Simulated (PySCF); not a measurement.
Si(CCH)2(F)(H) (C₄H₃FSi), SMILES C#C[SiH](F)C#C.

Geometry optimised at ωB97X-D3(BJ)/def2-SVP. This is a generated structure with no PubChem entry under its InChIKey; it may be hypothetical.

Computed with PySCF with HF/def2-TZVP.

**Question.** Estimate the frontier levels, gap, dipole moment and polarisability. (Estimate from the structure and the level; the computed values follow.)

**Answer.** 
```
Item                                                                                                              Value
---------------------------------------------------------------------------------------------  ------------------------
highest occupied level                                                                                        -11.14 eV
lowest empty level                                                                                              2.26 eV
orbital gap                                                                                                    13.40 eV
dipole moment                                                                                                    2.26 D
quadrupole, principal values (traceless, Buckingham form, about the centre of nuclear charge)  -11.02, -1.43, 12.45 D·Å
mean static polarisability                                                                         60.2 bohr³ (8.93 Å³)
polarisability, principal values                                                                 41.4, 57.3, 82.1 bohr³
```
